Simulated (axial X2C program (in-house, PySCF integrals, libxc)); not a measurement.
Nuclear properties of BrAlBr⁺

Calculated with an in-house all-electron X2C program for linear molecules (integrals from PySCF): two-component X2C with atomic mean-field Coulomb and Gaunt terms, Gaussian nuclei, basis Br dyall-av3z, Al dyall-v3z with contracted cores.

Br–Al–Br held linear, with bonds 2.152 and 2.152 Å (near the PBE0 minimum at charge 1 of the determinant lowest at the starting distance; the state shown can have its own minimum elsewhere, held linear; other orders of the atoms were not compared).

Determinant lowest in the PBE0 search, Ω = 0 (closed shell), highest spinor 87% Br p, 13% Al d:

| level | qzz Br (a.u.) | qzz Al (a.u.) |
| --- | --- | --- |
| PBE0 | 4.76 | -1.24 |
| HF | 4.52 | -1.41 |
| B3LYP | 4.81 | -1.22 |

qzz is the electric field gradient, eQq0 = 234.96 MHz × Q/barn × qzz. The operators were transformed with the bare-nucleus X2C matrices; with these basis sets, hyperfine constants and field gradients can be off by tens of per cent, and where levels differ in sign neither size nor sign is settled.

**Question.** With Q(79Br) = 0.3087 barn, Q(27Al) = 0.1466 barn (Q from Pyykkö, Mol. Phys. 2018), turn the PBE0 values of the first state into constants in MHz.

**Answer.** eQq0(79Br) = 234.96 × (0.3087) × (4.76) = 345 MHz; eQq0(27Al) = 234.96 × (0.1466) × (-1.24) = -42.7 MHz.

The molecule was held linear; bending was not examined, so a bent shape may lie lower.

Each state is one determinant with collinear spin. The search compared states at one distance, so a state with another bond length can lie lower.
